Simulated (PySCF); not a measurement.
MCs cations for M along the alkali metals

PBE0 with double-zeta basis sets in PySCF, for the lowest determinant that a PBE0 search found; no spin–orbit coupling. De refers to high-spin ground-configuration atoms (the charge goes to the atom of lower measured ionisation energy or higher electron affinity, which is not always the lowest computed limit). A positive dipole points towards Cs; it is taken about the centre of mass and depends on that origin.

```csv
M,basis,charged atom,state (unpaired electrons),Re (Å),ωe (cm⁻¹),De (eV),μ (D)
Li,def2-SVP,Cs+,doublet (σ ↑),4.333,115,0.38,-4.68
Na,def2-SVP,Cs+,doublet (σ ↑),4.556,62.8,0.39,-2.93
K,def2-SVP,Cs+,doublet (σ ↑),5.024,47.1,0.58,-4.51
Rb,def2-SVP,Cs+,doublet (σ ↑),5.263,32.5,0.60,-1.17
Cs,def2-SVP,Cs+,doublet (σ ↑),5.483,27.8,0.71,n/a
```

The shortest bond is that of CsLi⁺ (4.333 Å), the longest that of Cs₂⁺ (5.483 Å).

Down a group the atoms grow and get heavier, so bonds lengthen and wavenumbers fall; this series shows no clear exception.

Weak bonds: CsLi⁺, CsNa⁺. Basis-set superposition, not corrected here, can be much of De in a small basis, most of all at correlated wavefunction levels. Spin–orbit coupling is left out. For an ion De counts to the pair picked by the measured ionisation energies or electron affinities, which need not be the lowest pair at this level. States were picked by a PBE0 search and need not be the measured ground states.
